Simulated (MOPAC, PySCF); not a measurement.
C₄H₆SSi, SMILES `SC1=C[SiH2]C=C1` (H–S–C–C torsion 180°), neutral singlet in the gas phase. 

Cartesian coordinates (Å):
```xyz
12

S      2.7461    -0.2897     0.2015
C      1.0003    -0.2219     0.1031
C      0.2053    -1.2836     0.3366
Si    -1.5392    -0.7074     0.1087
C     -1.0068     1.0320    -0.3098
C      0.3294     1.0537    -0.2532
H      2.9780     0.9932    -0.1145
H      0.5951    -2.2571     0.6028
H     -2.2727    -1.3803    -0.9980
H     -2.3812    -0.7862     1.3336
H     -1.5865     1.9108    -0.5607
H      0.9321     1.9367    -0.4501
```
Charge 0, spin multiplicity 1.

All levels are single points at this geometry (PBE0-D3(BJ)/def2-TZVP); Pople sets use spherical d functions. Orbital energies aren't observables, and empty levels follow the basis.

```csv
level,HOMO (eV),LUMO (eV),gap (eV),dipole (D),"vertical IE, Delta-SCF (eV)"
PBE0-D3(BJ)/def2-TZVP in PySCF,-6.44,-1.62,4.81,1.30,8.22
B3LYP/6-311+G** in PySCF,-6.23,-1.81,4.42,1.34,–
B3LYP/6-31G* in PySCF,-5.96,-1.44,4.51,1.42,8.02
B3LYP/LANL2DZ in PySCF,-6.09,-1.56,4.53,1.61,–
BP86/6-31G* in PySCF,-5.25,-2.26,2.99,1.43,–
M06-2X/6-31G* in PySCF,-7.32,-0.47,6.85,1.42,–
SVWN5/6-31G* in PySCF,-5.28,-2.33,2.95,1.48,8.13
AM1 in MOPAC,-8.65,-0.17,8.48,1.48,–
PM6 in MOPAC,-8.86,-0.47,8.39,1.39,–
```
